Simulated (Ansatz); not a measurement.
## Molecular dynamics of C$_{2}$H$_{9}$NOSi$_{2}$

Input:

```yaml
crystal:
  periodic: [false, false, false]
  atoms:
    - { symbol: C, position_ang: [0.714814, -2.450245, 0.104143] }
    - { symbol: Si, position_ang: [1.495554, -0.805765, -0.329885] }
    - { symbol: Si, position_ang: [-0.030125, 0.681761, -1.058079] }
    - { symbol: "N", position_ang: [-1.28361, 0.93822, 0.208494] }
    - { symbol: C, position_ang: [-1.345036, 2.133728, 0.705332] }
    - { symbol: O, position_ang: [-2.276023, 2.439684, 1.701543] }
    - { symbol: H, position_ang: [-0.042585, -2.333919, 0.885082] }
    - { symbol: H, position_ang: [0.227914, -2.902073, -0.76523] }
    - { symbol: H, position_ang: [1.465686, -3.157381, 0.469858] }
    - { symbol: H, position_ang: [2.178984, -0.284787, 0.831659] }
    - { symbol: H, position_ang: [2.492209, -1.011049, -1.356516] }
    - { symbol: H, position_ang: [0.593432, 1.939566, -1.423776] }
    - { symbol: H, position_ang: [-0.721464, 0.181507, -2.225963] }
    - { symbol: H, position_ang: [-0.749059, 3.042361, 0.468519] }
    - { symbol: H, position_ang: [-2.742592, 1.537694, 1.814321] }
basis:
  gaussian: { orbitals: STO-3G }
hamiltonian:
  xc: pbe0
  dispersion: d4
md:
  timestep: 0.5
  n_steps: 197
  ensemble: nvt_langevin
  temperature: 700.0
  initial_velocities: maxwell_boltzmann
  seed: 688434
  friction: 0.01
scf:
  lower_state_search: "off"
```

Run as:

```bash
$ ansatz run input.yaml --threads 1 --pin off --max-ram 2048MiB --backend cpu --events-out ev --progress --plain --runs-dir out
```

It starts from a relaxed structure.

Output, in part (step lines, the closing report, with atoms numbered from 0):

```
md step     0: t =     0.00 fs  T =   653.3 K  F+E_penalty+E_count = -21245.14803805 eV  E_kin = 1.266748 eV  (14 SCF iters)
[... lines left out ...]
Total energy: -21244.64116891 eV, -780.7261628223 hartree
Atom 0 at     0.803159    -2.315320     0.468083 Å, force    -1.951715     0.573008    -0.779801 eV/Å
Atom 1 at     1.600057    -0.650913    -0.087830 Å, force    -0.712252    -0.409419     0.931456 eV/Å
Atom 2 at     0.188458     0.673166    -1.245366 Å, force     0.632010    -0.275011    -0.309496 eV/Å
Atom 3 at    -1.086262     1.121494    -0.091640 Å, force    -0.922014     0.923252     0.767461 eV/Å
Atom 4 at    -1.015113     2.210319     0.615126 Å, force    -0.055404     0.613693     0.743964 eV/Å
Atom 5 at    -2.032382     2.573276     1.582169 Å, force     1.725471    -0.971399    -1.479180 eV/Å
Atom 6 at     1.343849    -2.738435     1.305027 Å, force     0.494926    -0.246644     0.314202 eV/Å
Atom 7 at    -0.321750    -2.286319     0.818887 Å, force     2.647449     0.199340    -1.232413 eV/Å
Atom 8 at     0.923927    -2.994503    -0.414912 Å, force    -0.514082     0.230534     0.991995 eV/Å
Atom 9 at     1.978626     0.078933     1.132599 Å, force     0.180640    -0.309097    -0.651238 eV/Å
Atom 10 at     2.731986    -0.961203    -0.942932 Å, force     0.055309     0.049248     0.367576 eV/Å
Atom 11 at     0.872597     1.813394    -1.847000 Å, force    -0.130707    -0.077978     0.248085 eV/Å
Atom 12 at    -0.375894    -0.076830    -2.358307 Å, force    -0.198689     0.222228     0.308270 eV/Å
Atom 13 at    -0.210652     2.995531     0.682442 Å, force    -0.355412    -0.265606    -0.408317 eV/Å
Atom 14 at    -2.514575     1.682662     1.563255 Å, force    -0.895529    -0.256149     0.187437 eV/Å
Dipole moment:     0.220927    -0.094506    -0.081102 e Å
```

The steps, from the saved trajectory:

```tsv
time (fs)	T (K)	potential energy less start (eV)
0.0	653	0.000
3.0	431	0.483
6.0	236	0.668
9.0	338	0.489
12.0	376	0.435
15.0	355	0.552
18.0	393	0.449
21.0	354	0.553
24.0	360	0.486
27.0	293	0.562
30.0	368	0.421
33.0	387	0.497
36.0	243	0.728
39.0	410	0.529
42.0	410	0.521
45.0	378	0.542
48.0	325	0.625
51.0	297	0.604
54.0	304	0.533
57.0	333	0.515
60.0	266	0.591
63.0	412	0.407
66.0	385	0.520
69.0	333	0.561
72.0	306	0.658
75.0	465	0.503
78.0	441	0.723
81.0	347	0.781
84.0	369	0.683
87.0	493	0.525
90.0	457	0.575
93.0	493	0.560
96.0	531	0.482
```

All steps were run. The mean temperature of the second half is 44 % below the set value. A run of 0.099 ps of so small a system gives no equilibrium averages. Limits of this set-up: minimal basis.

The same pairs are bonded in the first frame and the last. Pairs count as bonded within 1.25 times the sum of covalent radii (0.12 Å more for H–H).

Last frame:

```xyz
15
Properties=species:S:1:pos:R:3
C 0.803 -2.315 0.468
Si 1.600 -0.651 -0.088
Si 0.189 0.673 -1.245
N -1.086 1.121 -0.092
C -1.015 2.210 0.615
O -2.032 2.573 1.582
H 1.344 -2.738 1.305
H -0.322 -2.286 0.819
H 0.924 -2.994 -0.415
H 1.979 0.079 1.133
H 2.732 -0.961 -0.943
H 0.873 1.813 -1.847
H -0.376 -0.077 -2.358
H -0.211 2.995 0.682
H -2.515 1.683 1.563
```

Run time: 6.6 min on 1 thread of Intel(R) Xeon(R) Platinum 8488C (Sapphire Rapids) (shared host), peak memory 0.13 GiB.
